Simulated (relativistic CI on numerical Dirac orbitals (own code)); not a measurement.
# Au30+: sensitivity of the levels to the model

Base calculation: Dirac-Coulomb-Breit CI, orbitals from a KLI potential per configuration, QED by a radiative potential, unscaled Slater integrals.

Configuration list (outside the closed core [Ar] 3d10): 4s2 4p6 4d10 4f3, 4s2 4p6 4d9 4f4, 4s2 4p6 4d10 4f2 5s, 4s2 4p6 4d10 4f2 5p, 4s2 4p6 4d10 4f 5s2, 4s2 4p5 4d10 4f4, 4s2 4p6 4d10 4f 5s 5p, 4s2 4p6 4d10 4f2 5d, 4s2 4p6 4d10 4f 5p2, 4s2 4p6 4d10 4f 5s 5d, 4s 4p6 4d10 4f4, 4s2 4p6 4d9 4f2 5s2, 4s2 4p6 4d10 4f2 5f, 4s2 4p6 4d10 4f2 6s, 4s2 4p6 4d10 4f 5d2, 4s2 4p6 4d10 4f2 6p. Levels of other configurations are missing.

Variants: (1) configuration mixing switched off. Shifts of the energy above 4s2 4p6 4d10 4f3 4I°_9/2, in cm⁻¹, for the lowest level and the first level of each name with at least 55 % of one term (blank where a level changes its place among those of its configuration and J or its character, or is not in the variant):

```tsv
Level	Base	Δ(1)
4s2 4p6 4d10 4f3 4I°_9/2	0.0	0.0
4s2 4p6 4d10 4f3 4I°_11/2	33797.0	-174.7
4s2 4p6 4d10 4f3 4I°_13/2	59550.5	-105.7
4s2 4p6 4d10 4f3 4I°_15/2	79915.1	+104.9
4s2 4p6 4d10 4f3 4G°_7/2	91929.9	+2259.0
4s2 4p6 4d10 4f3 2K°_13/2	101066.4	+441.6
4s2 4p6 4d10 4f3 4F°_9/2	102795.7	+1753.7
4s2 4p6 4d10 4f3 2H°_11/2	103534.1	+1295.8
4s2 4p6 4d10 4f3 2P°_1/2	111280.8	+2267.3
4s2 4p6 4d10 4f3 4G°_9/2	117830.5	+2197.2
4s2 4p6 4d10 4f3 4G°_11/2	144653.7	+1831.7
4s2 4p6 4d10 4f3 4D°_1/2	151037.1	+2662.7
4s2 4p6 4d10 4f3 2I°_13/2	156708.0	+1203.3
4s2 4p6 4d10 4f3 4D°_7/2	157826.0	+3817.2
```

At this charge energies of transitions that change n are usually good to better than 1 %, and those within a shell (Δn = 0) to a few per cent. Terms inside the open d or f shell come out 10 to 20 % too wide with unscaled integrals.

Ionisation energy from the two ground configurations alone: base 1082.52 eV. The NIST ASD value (theoretical) is 1100 eV.

LS names give the leading component of a level, which can be under half, so a name can repeat, a term be missing and a line seem to break the LS rules.
